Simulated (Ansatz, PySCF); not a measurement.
SiF₂, SMILES F[Si]F (connectivity only; charge and spin as stated), neutral, multiplicity 1. Atoms are numbered in the order given.

```xyz
3

Si     0.0000     0.0000     0.5780
F      0.0000     1.2383    -0.4496
F      0.0000    -1.2383    -0.4496
```
Charge 0, spin multiplicity 1.

The structure is a stationary point at TPSSh-D3(BJ)/def2-TZVP. The isomer is the one that the SMILES or the coordinates give; other isomers of the formula were not compared.

Vertical ionisation energy (IE) and electron affinity (EA) in eV. Rows of orbital energies are one-electron estimates. Where ΔSCF, EOM or ADC give a negative EA the extra electron is unbound and the value depends on the basis.

| level | IE | EA |
|---|---|---|
| −ε(HOMO), −ε(LUMO), HF/def2-TZVPD (PySCF) | 11.10 | -0.80 |
| −ε(HOMO), −ε(LUMO), PBE/def2-TZVPD (PySCF) | 7.21 | 3.09 |
| ADC(2)/aug-cc-pVDZ (PySCF) | 10.69 | 0.05 |
| ΔSCF, PBE0/def2-TZVPD (Ansatz), final states of multiplicity 2 and 2 | ? | ? |
| ΔSCF, PBE/def2-TZVPD (Ansatz), final states of multiplicity 2 and 2 | 10.90 | 0.10 |

Problem. What belongs in the gaps? (An estimate is asked for; the answer gives what the named calculation found.)

Solution. 
- ΔSCF, PBE0/def2-TZVPD (Ansatz, a quantum-chemistry and plane-wave program), final states of multiplicity 2 and 2, IE: 11.03
- ΔSCF, PBE0/def2-TZVPD (Ansatz), final states of multiplicity 2 and 2, EA: 0.18

Problem. What vertical singlet–triplet gap does ΔSCF give with PBE0/def2-TZVPD (Ansatz) and with PBE/def2-TZVPD (Ansatz)? (Estimate from the structure and the level; the computed values follow.)

Solution. 3.05 and 3.13 eV (triplet above singlet where positive).

Problem. Beyond the first one, list the lowest photoelectron lines from PySCF with ADC(2)/aug-cc-pVDZ with their pole strengths (two spins summed). (Estimate from the structure and the level; the computed values follow.)

Solution. 13.67 eV (1.73), 14.28 eV (1.73), 15.17 eV (1.73), 15.23 eV (1.73), 16.03 eV (1.73).
